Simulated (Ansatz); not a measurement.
`[Li][Ag]` + `[SiH3]N[SiH3]` → `[SiH3][N]([SiH3])[Ag]` + `[LiH]` at 700 K and 1 bar (cleavage of the Ag–Li bond).

Isolated molecules relaxed with PBE0-D4/def2-TZVP in Ansatz; ΔE leaves out vibrations. CCSD(T)/CBS adds triple-zeta CCSD(T) − MP2 to the extrapolated MP2 energy (def2 sets, frozen cores). This one scheme is used for every species. Elements past krypton have def2 core potentials. For Ag, Li outer-core shells are correlated without core-valence functions, which leaves a few kJ/mol of doubt a bond.

| species | CCSD(T)/CBS energy (Eh) | H − E (kJ/mol) | S (J/(mol·K)) |
| --- | --- | --- | --- |
| `[Li][Ag]` | -154.44244 | 26.5 | 262.9 |
| `[SiH3]N[SiH3]` | -637.10515 | 245.6 | 444.2 |
| `[SiH3][N]([SiH3])[Ag]` | -783.41096 | 226.1 | 505.4 |
| `[LiH]` | -8.06146 | 29.8 | 197.3 |

H − E and S are ideal-gas, rigid-rotor, harmonic terms from PBE0-D4/def2-TZVP. 1 Eh = 2625.50 kJ/mol, R = 8.31446 J/(mol·K).

**Question.** By hand: ΔE, ΔH, ΔS and ΔG.

**Answer.** ΔE = (-783.41096) + (-8.06146) − (-154.44244) − (-637.10515) = 0.07517 Eh = 197.4 kJ/mol. Δ(H − E) = 226.1 + 29.8 − 26.5 − 245.6 = -16.2, so ΔH = 181.2 kJ/mol. ΔS = 505.4 + 197.3 − 262.9 − 444.2 = -4.4 J/(mol·K). ΔG = 181.2 − 700 × (-4.4)/1000 = 184.3 kJ/mol.

**Question.** By hand: the equilibrium constant, and the temperature at which ΔG would vanish if ΔH and ΔS stayed fixed.

**Answer.** log₁₀ K = −ΔG/(RT ln 10) = -13.8. ΔH and −TΔS have one sign here, so there is no such temperature.

The number of gas molecules stays the same, so ΔS is small and ΔH decides. A doubt of 5 kJ/mol in ΔE shifts log₁₀ K by 0.4 here. Modes under 60 cm⁻¹, often nearly free rotors, make the harmonic entropy too high. These are equilibria of isolated gas molecules and say nothing of rates. Largest T1 diagnostic: 0.028 (customary marks: 0.02 for closed shells, 0.045 for open ones).

ΔS is within the doubt of such terms, so its sign, and with it that verdict, could turn.
